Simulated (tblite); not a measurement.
C₃H₁₀NSi₂ (doublet state).
Atom-mapped SMILES: `[CH3:1][Si@@H:2]1[CH2:3][CH2:4][SiH2:5][N:6]1` (hydrogens: H7, H8, H9 on C1; H10 on Si2; H11, H12 on C3; H13, H14 on C4; H15, H16 on Si5)

The geometry is computed with GFN2-xTB (gas phase). This method treats the open shell by occupation alone, without spin polarisation.

List the bond lengths, angles and torsions at this level.

```csv
bond,length (Å),order
C1–Si2,1.893,single
Si2–C3,1.938,single
C3–C4,1.517,single
C4–Si5,1.945,single
Si5–N6,1.698,single
Si2–N6,1.708,single
"C1–H7, C1–H8, C1–H9",1.085,single
Si2–H10,1.474,single
C3–H11,1.090,single
C3–H12,1.090,single
C4–H13,1.089,single
C4–H14,1.089,single
Si5–H15,1.468,single
Si5–H16,1.460,single
```

Bonds in one row agree within 0.01 Å and their mean is given. Orders are formal, as drawn. A selection of angles:
```csv
angle,degrees
Si2–C1–H7,111.1
Si2–C1–H9,110.1
H7–C1–H8,108.1
C1–Si2–C3,114.8
C1–Si2–N6,114.6
C1–Si2–H10,110.7
C3–Si2–N6,97.5
C3–Si2–H10,107.4
N6–Si2–H10,110.9
Si2–C3–C4,106.5
Si2–C3–H11,108.8
Si2–C3–H12,112.5
C4–C3–H11,110.0
C4–C3–H12,111.3
H11–C3–H12,107.7
C3–C4–Si5,107.4
C3–C4–H13,110.1
C3–C4–H14,112.1
Si5–C4–H13,107.6
Si5–C4–H14,111.6
H13–C4–H14,108.0
C4–Si5–N6,96.7
C4–Si5–H15,106.5
C4–Si5–H16,113.4
N6–Si5–H15,113.6
N6–Si5–H16,113.8
H15–Si5–H16,111.8
Si2–N6–Si5,118.0
```

Torsions: C1–Si2–C3–C4 -152° (antiperiplanar); Si2–C3–C4–Si5 39° (synclinal); C3–C4–Si5–N6 -32° (synclinal); C4–Si5–N6–Si2 11° (synperiplanar); C1–Si2–N6–Si5 130° (anticlinal).

The C–Si distances run from 1.893 Å (C1–Si2, drawn single) to 1.945 Å (C4–Si5, drawn single), a spread of 0.052 Å. Si5 (silicon bonded to C, N and 2 H) has angles from 96.7° to 113.8°. The 5-membered ring Si2–C3–C4–Si5–N6 has internal angles of 96.7° to 118.0°; it is puckered, 0.18 Å rms from its mean plane, widest ring torsion 39°. N6 (nitrogen bonded to 2 Si) is bent (angle 118.0°). Si2 (silicon bonded to 2 C, N and H) is distorted tetrahedral (angles from 97.5° to 114.8°).

Point group: C1 (no symmetry element, even within 0.4 Å). Its GFN2-xTB frequencies are all real (lowest 77 cm⁻¹).

Hardware: one thread of an Intel Xeon Platinum 8259CL at 2.50 GHz, no GPU, shared host. Cost: 1.7 s of wall time. These figures are those of the optimisation.

One conformer stands for the species.
